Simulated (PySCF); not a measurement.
Compound: C6H8BrF.
Atom-mapped SMILES: `[CH2:1]=[C:2]([Br:3])/[C:4]([CH3:5])=[CH:6]/[CH2:7][F:8]` (hydrogens: H9, H10 on C1; H11, H12, H13 on C5; H14 on C6; H15, H16 on C7)

Torsions of this conformer, `[CH2:1]=[C:2]([Br:3])/[C:4]([CH3:5])=[CH:6]/[CH2:7][F:8]`: C1–C2–C4–C5 -1°, C4–C6–C7–F8 -177°.

The closed-shell ground state was solved at several levels (PySCF, density fitting, gas phase). Isolated species at its PBE0-D3(BJ)/def2-SVP geometry (one conformer only). Relativistic effects, spin–orbit coupling among them, are left out although an element past zinc is present.

| level | basis functions | HOMO (eV) | LUMO (eV) | gap (eV) | dipole (D) |
| --- | --- | --- | --- | --- | --- |
| B3LYP/pcJ-1 (pcSseg-1 on Br) | 310 | -6.70 | -1.46 | 5.24 | 3.02 |
| PBE/pcSseg-1 | 200 | -5.89 | -2.16 | 3.73 | 2.90 |
| CAM-B3LYP/def2-SVPD | 248 | -8.19 | -0.29 | 7.90 | 3.21 |

Problem. What might PBE0/pcSseg-1 (200 basis functions) give for the same quantities?

Solution. HOMO -6.93 eV, LUMO -1.30 eV, gap 5.63 eV, dipole 3.12 D.

Problem. Over all these levels, which gives the widest orbital gap and which the narrowest?

Solution. CAM-B3LYP/def2-SVPD (range-separated hybrid) has the widest, 7.90 eV, and PBE/pcSseg-1 (GGA) the narrowest, 3.73 eV. Functional and basis both differ between the two, so the spread mixes both effects.

Problem. How far do the dipole and the HOMO energy spread over the levels?

Solution. The dipole runs from 2.90 to 3.21 D (mean 3.06 D) and the HOMO from -8.19 to -5.89 eV.
